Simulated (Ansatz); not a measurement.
Program: Ansatz. Geometries: PBE0-D4/def2-TZVP. ΔE: electronic, gas phase. CCSD(T)/CBS adds triple-zeta CCSD(T) − MP2 to the extrapolated MP2 energy (def2 sets, frozen cores). This one scheme is used for every species. Functionals use def2-TZVPP. HSE06 is defined as in plane-wave codes. For Se outer-core shells are correlated without core-valence functions, which leaves a few kJ/mol of doubt a bond. Scalar relativity is left out up to krypton. Each species was taken in one conformer, which may not be the lowest.

Consider the formal exchange of groups at the Se–C bond: `CC[Se][SiH3]` + `C#C` → `C#C[Se][SiH3]` + `CC`.

| level | ΔE (kcal/mol) |
| --- | --- |
| HSE06-D4 | -3.1 |
| revPBE | -4.4 |

(1) What does CCSD(T)/CBS give? (Best estimate.)

Largest T1 diagnostic among the species: 0.013.

## Answers

(1) Computed: -0.9 kcal/mol. The listed levels differ from it by -2.2, -3.5 kcal/mol.

The D4 term adds +0.8 kcal/mol with B3LYP and +0.4 kcal/mol with PBE0; it sums over pairs of atoms, weighted by their polarisabilities, and B3LYP, whose exchange is more repulsive, gets the larger term. At CCSD(T), def2-SVP lies −2.1 kcal/mol from the extrapolated value and def2-TZVPP −0.9 kcal/mol.

B3LYP here is the variant with VWN-RPA as its local correlation; programs differ in this.
